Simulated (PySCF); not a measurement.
C₅H₈Si. Atoms are numbered in the order given.

```xyz
14

C      1.8292     1.7898     0.4252
C      1.4434     0.6434     0.4482
C      0.9531    -0.7228     0.4774
C      0.5589    -1.4148    -0.8013
C     -0.5121    -1.0026     0.1761
Si    -1.6909     0.4005    -0.2241
H      2.1750     2.8082     0.4038
H      1.4147    -1.3475     1.2494
H      0.8009    -2.4777    -0.8905
H      0.6597    -0.8437    -1.7293
H     -0.9431    -1.8149     0.7727
H     -1.1312     1.2409    -1.3200
H     -1.9463     1.2473     0.9772
H     -2.9912    -0.1781    -0.6791
```

The structure is a stationary point at ωB97X-D3(BJ)/def2-SVP. The structure was generated by enumeration; whether it is a known compound was not checked.

Method: PySCF with PBE/def2-TZVP.

Gas-phase values at a fixed geometry.

Computed frontier levels, gap, dipole moment and polarisability:
```
Item                                                                                                            Result
---------------------------------------------------------------------------------------------  -----------------------
highest occupied level                                                                                        -6.20 eV
lowest empty level                                                                                            -0.41 eV
orbital gap                                                                                                    5.79 eV
dipole moment                                                                                                   1.13 D
quadrupole, principal values (traceless, Buckingham form, about the centre of nuclear charge)   -5.30, -2.18, 7.48 D·Å
mean static polarisability                                                                       83.4 bohr³ (12.36 Å³)
polarisability, principal values                                                               66.9, 82.8, 100.5 bohr³
```
